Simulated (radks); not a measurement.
The numbers below are computed, except where a source is named.
Task: The mean radii <r> (bohr) of the occupied orbitals of an atom or ion are listed with their occupations. Code: a radial shooting solver on a logarithmic mesh with Libxc functionals. Model: Dirac Kohn-Sham, BLYP, spin-unpolarised, spherical densities, finite nucleus; Fermi nuclear charge, rms radius of each element as measured or else 0.836 A^(1/3) + 0.57 fm.

orbital  occ.      <r>
1s1/2       2  0.02318
2s1/2       2  0.09846
2p1/2       2  0.08244
2p3/2       4  0.08896
3s1/2       2   0.2602
3p1/2       2   0.2498
3p3/2       4   0.2624
3d3/2       4   0.2339
3d5/2       6   0.2379
4s1/2       2   0.5921
4p1/2       2   0.6070
4p3/2       4   0.6353
4d3/2       4   0.6794
4d5/2       6   0.6894
5s1/2       2    1.406
5p1/2       2    1.562
5p3/2       4    1.642
4f5/2       4   0.9348

Name the element and its charge. Open shells, if any, fill j = l - 1/2 first.

Result: Z = 61, promethium, charge +3: Pm3+ in [Xe] 4f4. The 1s radius gives Z: for a bare nucleus <r> = (2 gamma + 1)/(2Z) with gamma = sqrt(1 - (Z/c)^2), 0.02288 bohr for Z = 61, and screening makes it slightly larger (0.02318 here). The occupations add up to 58, and the charge is Z minus that.
